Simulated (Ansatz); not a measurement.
Total energies of C$_{5}$H$_{5}$Al (`C#[C][Al]([CH3])[C]#C`).

```xyz
11

C    -0.328    2.865    1.081
C    -0.205    1.737    0.659
Al    0.035   -0.027   -0.021
C     1.721   -0.563   -0.811
C    -1.445   -1.219    0.113
C    -2.369   -1.998    0.184
H    -0.443    3.857    1.455
H     1.973    0.083   -1.659
H     1.709   -1.596   -1.163
H     2.537   -0.458   -0.089
H    -3.186   -2.681    0.250
```

Charge 0, multiplicity 1. All single points use the PBE0-D4/def2-TZVP geometry. Basis def2-TZVPP, Ansatz.

RPA on PBE orbitals: Hartree–Fock energy of these orbitals -434.11517 Eh, correlation -1.37459 Eh (frozen core).

```tsv
functional	energy without D4 (Eh)	D4 term (kJ/mol)
LDA (SPW92)	-433.07264	–
revPBE	-435.84259	-58.4
BLYP	-435.88233	-44.4
B97M-V	-435.90272	–
PBE0	-435.58624	-17.8
B3LYP	-435.98391	-33.3
r2SCANh	-435.78977	-5.8
r2SCAN0	-435.77218	-6.4
HSE06 (plane-wave form)	-435.56889	-16.8
BHLYP	-435.83430	-26.9
CAM-B3LYP	-435.84378	-18.3
ωB97X-V	-435.84900	–
B2PLYP	-435.66895	–
PBE-QIDH	-435.46780	–
```

Q: Give the same for PBE, r2SCAN, LC-ωPBE, ωB97M-V. (An estimate is asked.)

A: Computed: 
```tsv
functional	energy without D4 (Eh)	D4 term (kJ/mol)
PBE	-435.54741	-20.7
r2SCAN	-435.80219	-5.4
LC-ωPBE	-435.70659	–
ωB97M-V	-435.85679	–
```

B3LYP takes the VWN-RPA correlation (the form of Gaussian; ORCA's B3LYP/G). HSE06 is the plane-wave form, built on full-range PBE exchange. The double hybrids freeze the cores in their second-order part.

LC-ωPBE has ω = 0.4 bohr⁻¹.
